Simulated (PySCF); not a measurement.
Ionisation energy of N⁺ by level of theory

N⁺ [He] 2s2 2p2 (3P) → N²⁺ [He] 2s2 2p1 (2P), as a difference of total energies. Calculation: PySCF 2.14, in dyall-acv3z; scalar relativity by spin-free X2C-1e. Correlated levels: valence: 1s2 frozen; valence and next inner shell: nothing frozen; virtual orbitals above 40 to 60 times the deepest correlated orbital energy dropped. The calculations carry no spin-orbit coupling.

```json
{"method": "UHF", "ionisation energy (eV)": "29.202"}
{"method": "LDA", "ionisation energy (eV)": "30.058"}
{"method": "PBE", "ionisation energy (eV)": "29.899"}
{"method": "PBE0", "ionisation energy (eV)": "29.909"}
{"method": "r2SCAN", "ionisation energy (eV)": "30.136"}
{"method": "B3LYP", "ionisation energy (eV)": "30.001"}
{"method": "M06-2X", "ionisation energy (eV)": "29.707"}
{"method": "BP86", "ionisation energy (eV)": "29.931"}
{"method": "HSE06", "ionisation energy (eV)": "29.915"}
{"method": "MP2 (valence)", "ionisation energy (eV)": "29.623"}
{"method": "SCS-MP2 (valence)", "ionisation energy (eV)": "29.483"}
{"method": "MP2 (valence and next inner shell)", "ionisation energy (eV)": "29.649"}
{"method": "SCS-MP2 (valence and next inner shell)", "ionisation energy (eV)": "29.498"}
```

Q: How much does correlation contribute at MP2 (valence and next inner shell)?

A: 29.649 − (29.202) = 0.447 eV, measured against UHF.

Errors of the correlated levels include the incompleteness of this basis and the frozen core.

For comparison: 29.601 eV (semi-empirical (NIST evaluation); NIST Atomic Spectra Database, ionization energies).
